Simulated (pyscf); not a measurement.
# `[O]=[Ti]([Cl])[Cl]`, singlet

Gas-phase minimum from PySCF at ωB97X-D3(BJ)/def2-SVP, one conformer. 

SMILES: [O]=[Ti]([Cl])[Cl]
```xyz
4

O      1.7074    -0.5336    -1.1536
Ti     0.2461    -0.0671    -0.8581
Cl    -0.0650     2.1248    -0.8483
Cl    -1.2045    -1.6921    -0.4624
```

Bonded distances (Å): O1–Ti2 1.562, Ti2–Cl3 2.214, Ti2–Cl4 2.214. Bond angles (°): O1–Ti2–Cl3 115.3, O1–Ti2–Cl4 115.3, Cl3–Ti2–Cl4 129.3.

Properties at ωB97X-D3(BJ)/def2-SVP:

```
Quantity                                                                                                                                          Result
---------------------------------------------------------------------------------------------------------------------  ---------------------------------
Harmonic wavenumbers, unscaled                                                                                         38, 117, 224, 399, 539, 1186 cm⁻¹
Zero-point energy                                                                                                                           3.6 kcal/mol
Rotational symmetry number                                                                                                                             2
Entropy of this conformer at 298 K and 1 atm, rigid rotor and harmonic oscillator, modes under 100 cm⁻¹ raised to 100                    321.7 J/(mol K)
Dipole moment                                                                                                                                     0.30 D
```

Single-point totals, which compare only within one level (frozen core for MP2 and CC):

| level | total energy (hartree) |
|---|---|
| ωB97X-D3(BJ)/def2-TZVP | -1845.32100 |
| PBE/def2-TZVP | -1844.67903 |
| r²SCAN/def2-TZVP | -1845.21916 |
| B3LYP-D3(BJ)/def2-TZVP | -1845.38382 |
| PBE0-D3(BJ)/def2-TZVP | -1844.74801 |
| M06-2X/def2-TZVP | -1845.21390 |
| ωB97M-D3(BJ)/def2-TZVP | -1845.47099 |
| HF/def2-TZVPP | -1842.48474 |
| MP2/def2-TZVPP | -1843.55361 |
| CCSD/def2-TZVPP | -1843.54379 |
| CCSD(T)/def2-TZVPP | -1843.60921 |

The lowest mode is so soft that the shape along it may change with the basis. The CCSD(T) − MP2 part came from Ansatz, without density fitting, on the same reference. The frozen core leaves the outer d or s,p core shells of the metals and heavy elements correlated in the MP2 and CC values, and def2-TZVPP describes them poorly, so these totals are far from the basis limit.
